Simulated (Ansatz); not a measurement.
One change: `OB(O)BS` becomes `[NH2][GeH2][B](O)O`.

Ansatz, PBE0-D4/def2-TZVP geometries, multiplicity 1. Each molecule was computed in one conformer, which needn't be the lowest.

Scalar relativity is left out up to krypton.

```
                                      property  `OB(O)BS`
          HOMO–LUMO gap (PBE0/def2-TZVPP) / eV       6.32
zero-point energy (PBE0-D4/def2-TZVP) / kJ/mol      151.1
         HOMO–LUMO gap (B3LYP/def2-TZVPP) / eV       5.96
size of the dipole moment (PBE/def2-TZVPP) / D       1.17
         LUMO energy (ωB97M-V/def2-TZVPP) / eV       0.17
           HOMO–LUMO gap (PBE/def2-TZVPP) / eV       4.08
```

Problem. What does the change do to each property? (Best estimate.)

Solution. Computed: 
```csv
property,`[NH2][GeH2][B](O)O`,shift
HOMO–LUMO gap (PBE0/def2-TZVPP) / eV,6.72,0.40
zero-point energy (PBE0-D4/def2-TZVP) / kJ/mol,199.3,48.2
HOMO–LUMO gap (B3LYP/def2-TZVPP) / eV,6.25,0.29
size of the dipole moment (PBE/def2-TZVPP) / D,2.10,0.93
LUMO energy (ωB97M-V/def2-TZVPP) / eV,1.65,1.48
HOMO–LUMO gap (PBE/def2-TZVPP) / eV,4.46,0.38
```

With PBE0 the HOMO rises by 1.33 eV and the LUMO rises by 1.72 eV, so the gap widens by about 0.39 eV. PBE moves the HOMO by 1.35 eV and ωB97M-V by 1.30 eV. The zero-point energy changes by 48.2 kJ/mol with +6 modes. Dipoles are sizes alone; their direction can turn.

B3LYP here is the variant with VWN-RPA as its local correlation; programs differ in this.
